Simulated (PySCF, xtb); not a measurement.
ZrCl3, SMILES [Cl][Zr]([Cl])[Cl] (connectivity only; charge and spin as stated), neutral, multiplicity 2.

Harmonic wavenumbers (cm⁻¹) from GFN2-xTB (xtb) at its own minimum, in rising order: 77, 80, 80, 341, 397, 397.

Question: What does PySCF 2.14.0 with PBE-D3(BJ)/def2-SVP give at its own minimum? (Estimate from the structure and the level; the computed values follow.)

Answer: 58, 87, 87, 354, 422, 422. Paired by order, the mean absolute difference is 16 cm⁻¹ and the zero-point energies are 2.0 and 2.0 kcal/mol.
